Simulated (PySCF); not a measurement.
A GIAO shielding run with PySCF (density fitting, non-relativistic, gas phase) on `InChI=1S/C2H8B2S/c1-4(3)5-2/h3H2,1-2H3`:

```
$ OMP_NUM_THREADS=1 python probes_run.py task.json out

{"job": {"kind": "nmr", "xc": "wB97X-D", "basis": "pcSseg-2", "pop": false}, "charge": 0, "multiplicity": 1}
B     -0.683577     1.087019    -0.591294
B     -0.509999    -0.392838     0.171147
C     -1.649528    -1.478698     0.290075
S      1.050517    -0.794270     0.941734
C      2.121716     0.646323     0.650196
H     -1.084265     2.069858    -0.003268
H     -0.395967     1.250444    -1.758522
H     -2.493974    -1.056932     0.862273
H     -2.055871    -1.729521    -0.703973
H     -1.334786    -2.411842     0.781738
H      1.700604     1.550861     1.110909
H      2.275587     0.811030    -0.425323
H      3.093957     0.436738     1.115430
```

Hardware: 1 thread of an Arm Neoverse V1, shared host.

(1) How large is the calculation?

(2) How long does it take, and how much memory does it need?

(3) And these other runs on the same molecule and hardware: GIAO shielding at B97-2/pcSseg-2; GIAO shielding at BHandHLYP/pcSseg-2; GIAO shielding at CAM-B3LYP/pcSseg-2; GIAO shielding at LC-wPBE/pcSseg-2; GIAO shielding at PBE0/6-31G; GIAO shielding at PBE0/STO-3G?

Answers

(1) 46 electrons, 299 basis functions and 816 auxiliary functions.

(2) 56 s of wall time, with 14 SCF cycles and 7 response iterations; peak memory 1.3 GiB. Times on a shared host scatter by some tens of per cent.

(3) B97-2/pcSseg-2: 299 functions, 41 s; BHandHLYP/pcSseg-2: 299 functions, 40 s; CAM-B3LYP/pcSseg-2: 299 functions, 56 s; LC-wPBE/pcSseg-2: 299 functions, 68 s; PBE0/6-31G: 65 functions, 5.7 s; PBE0/STO-3G: 37 functions, 2.9 s.
